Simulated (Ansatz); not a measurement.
A run for Ansatz (a first-principles code): R-PBE/def2-TZVPP on BF2H3Si (SMILES FB(F)[SiH3]), a point of a torsion scan.

Ansatz 0.2 input:
```yaml
crystal:
  periodic: [false, false, false]
  atoms:
    - {symbol: F, position_ang: [1.81200946, -1.22588726, 0.02124519]}
    - {symbol: B, position_ang: [1.15325352, -0.08078052, 0.00188897]}
    - {symbol: F, position_ang: [1.97384892, 0.95458026, 0.00859022]}
    - {symbol: Si, position_ang: [-0.82523083, 0.06131561, -0.01751336]}
    - {symbol: H, position_ang: [-1.38662981, -0.12150949, 1.32661669]}
    - {symbol: H, position_ang: [-1.28526466, 1.36777554, -0.49592061]}
    - {symbol: H, position_ang: [-1.44229747, -0.95826538, -0.87156875]}
basis:
  gaussian:
    orbitals: def2-TZVPP
hamiltonian:
  xc: {name: PBE}
scf: {lower_state_search: off}
```

**Question.** Predict the final total energy.

**Answer.** -515.6534 hartree.
